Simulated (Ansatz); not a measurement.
Consider the ligand exchange at the Al–Br bond: `[Cl][Al]([Br])[Br]` + H–F → `[F][Al]([Cl])[Br]` + HBr.

Calculated with Ansatz (gas phase, PBE0-D4/def2-TZVP geometries, no zero-point term in ΔE). CCSD(T)/CBS is the MP2 limit (def2-TZVPP, def2-QZVPP) plus CCSD(T) − MP2 in def2-TZVPP, frozen cores. This one scheme is used for every species. DFT in def2-TZVPP. HSE06 is defined as in plane-wave codes. For Br outer-core shells are correlated without core-valence functions, which leaves a few kJ/mol of doubt a bond. Scalar relativity is left out up to krypton.

| level | ΔE (kcal/mol) | difference from CCSD(T)/CBS |
| --- | --- | --- |
| LDA (SPW92) | -4.8 | -0.7 |
| PBE-D4 | -4.1 | 0.0 |
| BLYP-D4 | -7.0 | -2.9 |
| HSE06-D4 | -2.9 | 1.2 |
| BHLYP-D4 | -5.1 | -1.0 |
| PBE-QIDH | -3.4 | 0.7 |
| PBE0 | -3.9 | 0.2 |
| r2SCANh | -5.3 | -1.2 |
| HSE06 | -3.8 | 0.3 |
| BHLYP | -6.9 | -2.8 |
| RPA@PBE/def2-TZVPP | -6.3 | -2.2 |
| CCSD(T)/def2-SVP | -7.3 | -3.2 |
| HF/def2-TZVPP | -6.2 | -2.1 |
| MP2/def2-TZVPP | -3.9 | 0.2 |
| SCS-MP2/def2-TZVPP | -5.4 | -1.3 |
| HF/def2-QZVPP | -6.9 | -2.8 |
| CCSD(T)/CBS | -4.1 | 0 |

Largest T1 diagnostic among the species: 0.009.

In def2-TZVPP, CCSD(T) changes the Hartree–Fock value by +0.9 kcal/mol (the triples alone add +0.4 kcal/mol) and MP2 by +2.3 kcal/mol. At CCSD(T), def2-SVP lies −3.2 kcal/mol from the extrapolated value and def2-TZVPP −1.2 kcal/mol.
